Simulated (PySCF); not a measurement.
A structure optimised at PBE-D3(BJ)/def2-SVP, used in a PySCF frequency run:

```xyz
8

B      0.0000     0.0000    -0.9076
F      0.0000     0.0000    -2.2429
N      0.0000    -1.2440    -0.2200
C      0.0000    -2.1601     0.5697
O      0.0000    -3.0769     1.3104
N      0.0000     1.2440    -0.2200
C      0.0000     2.1601     0.5697
O      0.0000     3.0769     1.3104
```
Charge 0, spin multiplicity 1.

Q: Write its SMILES, formula and point group.

A: O=C=NB(F)N=C=O, C₂BFN₂O₂, C2v

Q: What are its rotational constants (standard atomic weights)?

A: 2.9992, 1.1025, 0.80617 GHz
